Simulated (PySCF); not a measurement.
In(H)(OMe)2 (C2H7InO2), SMILES C[O][InH][O]C.

Geometry: PBE-D3(BJ)/def2-SVP. The structure was generated by enumeration; whether it is a known compound was not checked. The def2 effective core potentials stand for the cores of In; spin–orbit coupling is left out. Other conformers were not sampled.

These are PBE-D3(BJ)/def2-SVP in PySCF values and carry that method's errors.

Frequencies are harmonic and unscaled.

**Question.** Give all harmonic wavenumbers and intensities. (The exact figures need the calculation; the answer reports its results.)

**Answer.** 
```
mode  ν (cm⁻¹)  IR (km/mol)  moving atoms (share of kinetic energy)
----  --------  -----------  --------------------------------------
1            5          1.8                          H 73 %, O 23 %
2           53          1.1                          H 80 %, O 18 %
3           71          2.6         C 52 %, H 22 %, In 14 %, O 11 %
4           82          4.9                  H 47 %, O 35 %, C 18 %
5          117         10.3                  O 49 %, H 34 %, C 12 %
6          181          0.8                  C 37 %, H 32 %, O 27 %
7          249         15.1         O 39 %, C 30 %, H 17 %, In 14 %
8          351         21.7                                  H 95 %
9          378        124.7                                  H 85 %
10         502         18.8         O 69 %, In 11 %, H 10 %, C 10 %
11         523         48.7                  O 69 %, In 14 %, C 9 %
12        1071        222.8                          O 48 %, C 46 %
13        1092        166.5                  O 45 %, C 43 %, H 12 %
14        1126          0.0                          H 77 %, C 19 %
15        1129          1.0                          H 77 %, C 19 %
16        1150         17.3                  H 66 %, C 22 %, O 13 %
17        1153          1.9                   H 71 %, C 20 %, O 9 %
18        1409          0.1                                  H 96 %
19        1418         39.0                          H 89 %, C 10 %
20        1419          1.8                                  H 96 %
21        1420          3.5                                  H 96 %
22        1423         12.1                                  H 94 %
23        1425         47.3                                  H 92 %
24        1778        102.8                                  H 99 %
25        2873        157.7                                  H 97 %
26        2900        127.3                                  H 98 %
27        2941         65.2                           H 91 %, C 9 %
28        2957         48.2                          H 90 %, C 10 %
29        2969         48.5                          H 90 %, C 10 %
30        2991         21.3                          H 90 %, C 10 %
```
